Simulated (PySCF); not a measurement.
CH₆B₂F₂N₂.
Structure used (GFN2-xTB), in Å, numbered top down from 1:
```
atom  x, y, z in Å
N1    -0.7260    1.4392    0.4790
B2    -0.6473    0.1058    0.0586
N3    -1.5795   -0.8442    0.4921
C4     0.5409   -0.3283   -0.9518
B5     1.8761   -0.3211   -0.1579
F6     2.5833    0.7806    0.0637
F7     2.3911   -1.3870    0.4378
H8    -1.4213    1.7861    1.1151
H9    -0.0384    2.1259    0.2298
H10   -1.5498   -1.8099    0.2229
H11   -2.3288   -0.6336    1.1270
H12    0.3263   -1.3079   -1.3702
H13    0.5690    0.3950   -1.7638
```

The closed-shell ground state was solved at several levels (PySCF, density fitting, gas phase, non-relativistic).

```tsv
level	basis functions	HOMO (eV)	LUMO (eV)	gap (eV)	dipole (D)
B3LYP/pcJ-1	249	-6.80	0.41	7.21	2.90
B3LYP/def2-SVPD	194	-7.01	-0.23	6.78	2.82
```

(1) Estimate the row for PBE0/pcSseg-1, a basis of 149 functions; the other rows only guide the guess.

(2) Over all these levels, which gives the widest orbital gap and which the narrowest?

(3) How far do the dipole and the HOMO energy spread over the levels?

Results:

(1) HOMO -7.09 eV, LUMO 0.65 eV, gap 7.74 eV, dipole 2.88 D.

(2) PBE0/pcSseg-1 (global hybrid, 25 % exact exchange) has the widest, 7.74 eV, and B3LYP/def2-SVPD (global hybrid, 20 % exact exchange) the narrowest, 6.78 eV. Functional and basis both differ between the two, so the spread mixes both effects.

(3) The dipole runs from 2.82 to 2.90 D (mean 2.87 D) and the HOMO from -7.09 to -6.80 eV.

One conformer stands for the species.
